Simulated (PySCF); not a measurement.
Vertical excitations of a molecule C4H4ClI from PySCF 2.14.0 with TDA-ωB97X/def2-SVPD, as energy in eV (oscillator strength): 4.70 (0.000), 5.36 (0.561), 5.37 (0.034), 5.86 (0.000), 6.41 (0.000), 6.81 (0.389), 6.86 (0.071), 6.90 (0.000), 7.11 (0.033), 7.12 (0.025). Lowest triplet (TDA): 3.01 eV. Geometry optimised at PBE0-D3(BJ)/def2-SVP. The def2 effective core potentials stand for the cores of I; spin–orbit coupling is left out. Other conformers were not sampled.

Problem. Pick the molecule that these values belong to.
(A) C=C/C(Cl)=C\I
(B) Cl/C=C\C=C/I
(C) C=C(Cl)/C=C\I
(D) C=C(Cl)C(=C)I

Solution. A, C=C/C(Cl)=C\I
